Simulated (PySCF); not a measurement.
Write Cartesian coordinates for `C1CC[Si]2(C1)CCCC2` as optimised with GFN2-xTB.

```xyz
25
C8H16Si angstrom
C      2.3663    1.2118   -0.4662
C      2.6992   -0.1733    0.0780
C      1.5307   -1.1049   -0.2380
Si    -0.0003    0.0000    0.0345
C      1.0001    1.6242    0.0781
C     -1.1208   -0.3531    1.5380
C     -2.3966   -0.9061    0.9056
C     -2.6712   -0.1263   -0.3758
C     -1.4115   -0.1646   -1.2386
H      3.1404    1.9337   -0.1973
H      2.3198    1.1599   -1.5558
H      3.6348   -0.5449   -0.3452
H      2.8244   -0.1056    1.1604
H      1.5710   -2.0005    0.3776
H      1.5941   -1.4275   -1.2771
H      1.1101    1.9826    1.1014
H      0.5809    2.4416   -0.5042
H     -0.7135   -1.0522    2.2649
H     -1.3506    0.5681    2.0732
H     -3.2445   -0.8426    1.5911
H     -2.2474   -1.9578    0.6528
H     -3.5335   -0.5365   -0.9055
H     -2.8985    0.9094   -0.1153
H     -1.4395    0.6104   -2.0011
H     -1.3547   -1.1218   -1.7565
```

Orientation and origin are arbitrary. Atoms count from 1 in this order. The 5-membered ring Si4–C6–C7–C8–C9 has internal angles of 94.3° to 108.3° (sum 518°, against 540° for a flat polygon); it is puckered, 0.20 Å rms from its mean plane, widest ring torsion 53°. All 6 C–C bonds measure 1.525 to 1.528 Å. The 5-membered ring C1–C2–C3–Si4–C5 has internal angles of 94.3° to 108.3°; it is puckered, 0.20 Å rms from its mean plane, widest ring torsion 53°. All 4 C–Si bonds measure 1.908 Å.

Bonds between heavy atoms (Å): C1–C2 1.525, C2–C3 1.527, C3–Si4 1.908, Si4–C5 1.908, Si4–C6 1.908, C6–C7 1.528, C7–C8 1.525, C8–C9 1.527, C1–C5 1.527, Si4–C9 1.908.

The geometry is computed with GFN2-xTB (gas phase).

Point group: D2 (every atom within 0.08 Å of its image). GFN2-xTB frequencies: not computed here. One conformer, not necessarily the lowest (C5–C1–C2–C3 53°, C1–C2–C3–Si4 -39°, C2–C3–Si4–C5 14°, C3–Si4–C5–C1 14°).
